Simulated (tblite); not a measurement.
A tight-binding relaxation on `CCPc1ccc(F)cc1`.

Computed with GFN2-xTB geometry optimisation, gas phase (tblite 0.8.0). Start geometry: from a force field or distance geometry. The command runs a driver script over a list of jobs; the input below is this job's line of settings and its coordinates in Å.

Command:
```bash
OMP_NUM_THREADS=1 python probes_run.py task.json out
```

Input:
```
{"job": {"kind": "relax", "xc": "GFN2-xTB", "basis": "xTB"}, "charge": 0, "multiplicity": 1}
C      3.418000     0.198900    -0.894800
C      2.311500    -0.577200    -0.173400
P      1.156300     0.720100     0.459700
C     -0.609900     0.303000     0.175200
C     -0.956500    -1.010500    -0.092700
C     -2.321100    -1.264600    -0.299500
C     -3.255700    -0.254600    -0.213500
F     -4.563800    -0.535500    -0.402300
C     -2.850600     1.026800     0.078100
C     -1.528600     1.321200     0.281900
H      3.640900     1.062200    -0.225900
H      2.964400     0.571800    -1.827700
H      4.306300    -0.415000    -1.054700
H      2.766400    -1.043400     0.745500
H      1.818400    -1.307000    -0.795600
H      1.382300     1.091000     1.850100
H     -0.230500    -1.806600    -0.168900
H     -2.672800    -2.273700    -0.525100
H     -3.572500     1.861900     0.161000
H     -1.207800     2.341900     0.509800
```

Output:
```
step      E/eV     max force
  0    -800.47533    2.889
  1    -800.78457    2.189
  2    -800.99363    1.311
  3    -801.15330    0.883
  4    -801.19560    0.664
  5    -801.24210    0.561
  6    -801.27615    0.612
  7    -801.30647    0.478
  8    -801.32465    0.335
  9    -801.33792    0.306
... (181 lines left out)
191    -801.63435    0.013
192    -801.63438    0.013
193    -801.63441    0.012
194    -801.63444    0.012
195    -801.63448    0.015
196    -801.63451    0.011
197    -801.63453    0.011
198    -801.63456    0.013
199    -801.63458    0.013
200    -801.63460    0.009
```

«max force» is the largest atomic force in eV/Å.

Problem. From which step on does the largest force stay under 0.1 eV/Å, and how much energy is left to gain from there?

Solution. From step 150 (0.096 eV/Å), 16.0 meV above the end.

Summary of the converged run: energy lowered by 26.7 kcal/mol over 200 steps; largest atomic force 0.009 eV/Å at the end.

Problem. Give the final coordinates.

Solution. 1.287 Å rms from the input after alignment:
```
atom  x, y, z in Å
C1     3.4604    0.2643   -0.7642
C2     1.9387    0.2758   -0.8113
P3     1.2232    0.6425    0.8765
C4    -0.5099    0.1865    0.5012
C5    -1.0745   -1.0095    0.9300
C6    -2.3931   -1.3093    0.6414
C7    -3.1397   -0.3971   -0.0815
F8    -4.4254   -0.6882   -0.3722
C9    -2.6095    0.8063   -0.5123
C10   -1.2932    1.0938   -0.2074
H11    3.8177   -0.5183   -0.0972
H12    3.8379    1.2176   -0.4003
H13    3.8706    0.0853   -1.7563
H14    1.5509   -0.6809   -1.1718
H15    1.5896    1.0598   -1.4897
H16    1.5609   -0.6016    1.4282
H17   -0.4800   -1.7119    1.4974
H18   -2.8424   -2.2346    0.9665
H19   -3.2252    1.4963   -1.0678
H20   -0.8621    2.0339   -0.5220
```

The run took 1.8 s on one thread of an Arm Neoverse V1 (shared host).
Labels such as C1 count atoms from 1, the log's own numbers from 0.
